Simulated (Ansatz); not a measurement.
Be2Te2⁺, relaxed as a doublet with UKS r2SCAN-D4/def2-TZVP in Ansatz, starting from the GFN1-xTB geometry. Force threshold 0.02 eV/Å.

In the def2 sets Te takes a core potential; there is no spin–orbit coupling. The structure comes from a short search, and lower isomers may exist.

Start:

Cartesian coordinates in Å:
```
Be -0.861 -0.879 -1.373
Be 0.859 0.877 1.374
Te -1.108 0.889 0.126
Te 1.109 -0.887 -0.128
```

| step | energy (eV) | largest force component (eV/Å) | SCF passes |
| --- | --- | --- | --- |
| 1 | -15387.0153 | 0.986 | 27 |
| 2 | -15387.0957 | 0.996 | 107 |
| 3 | -15388.1947 | 2.277 | 55 |
| 4 | -15388.9581 | 1.913 | 29 |
| 5 | -15389.1385 | 1.583 | 31 |
| 6 | -15389.5501 | 0.399 | 27 |
| 7 | -15389.5653 | 0.287 | 25 |
| 8 | -15389.5763 | 0.026 | 26 |
| 9 | -15389.5764 | 0.002 | 26 |

Force components are those of the run's own axes.

End:

Cartesian coordinates in Å:
```
Be -0.505 -0.515 -0.803
Be 0.503 0.513 0.806
Te -1.563 1.254 0.177
Te 1.565 -1.252 -0.180
```

Bonds lost: Te3–Te4 (atoms count from 1). Metal–metal contacts that move far: Be1–Be2 3.69 to 2.16 Å. The end is the same structure that another start reached, the lowest one found.

No frequencies were taken in this run, so the end may be a saddle point.

It took 35 s on 4 threads of Arm Neoverse V1 on a shared host.
